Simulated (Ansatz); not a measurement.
Species: C7H13, charge 0, multiplicity 2. It need not be the lowest isomer of its formula. SMILES: [CH]1CCCCCC1
Geometry from a B3LYP-D3(BJ)/def2-TZVP (Ansatz, a quantum-chemistry and plane-wave program) optimisation:
```xyz
20

C      0.2359     1.6540     0.2964
C     -1.0334     1.0118     0.7473
C     -1.5989    -0.0258    -0.2433
C     -0.9766    -1.4245    -0.1481
C      0.5434    -1.4724     0.0664
C      1.3516    -0.4361    -0.7224
C      1.4932     0.9108     0.0048
H      0.3065     2.7328     0.3671
H     -0.9004     0.5233     1.7266
H     -1.7800     1.7924     0.9062
H     -2.6766    -0.1186    -0.0854
H     -1.4746     0.3688    -1.2547
H     -1.4529    -1.9741     0.6693
H     -1.2264    -1.9704    -1.0627
H      0.7676    -1.3431     1.1299
H      0.8879    -2.4781    -0.1866
H      0.9091    -0.2830    -1.7113
H      2.3590    -0.8233    -0.8945
H      2.0235     0.7065     0.9528
H      2.1662     1.5595    -0.5635
```
Charge 0, spin multiplicity 2.

Wanted: atomisation energy (electronic, to ground-state atoms), in kJ/mol. Correlated levels leave the core frozen unless marked. Open shells are spin-unrestricted. Spin-orbit coupling is left out. No relativistic terms. The coupled-cluster limit lacks core correlation, which all-electron functionals hold. CBS(X,Y): correlation extrapolated as X^-3; Hartree-Fock from the larger set. [CCSD(T)-MP2]/basis is that difference in the basis named.

| level | program | atomisation energy (kJ/mol) |
|---|---|---|
| HF/6-31G* | Ansatz | 6195.3 |
| B97M-V/def2-TZVPD | Ansatz | 8150.4 |

Problem. Predict the RI-MP2/CBS(cc-pVTZ,cc-pVQZ)+[CCSD(T)-MP2]/cc-pVTZ result (Ansatz).

Solution. 8140.8 kJ/mol
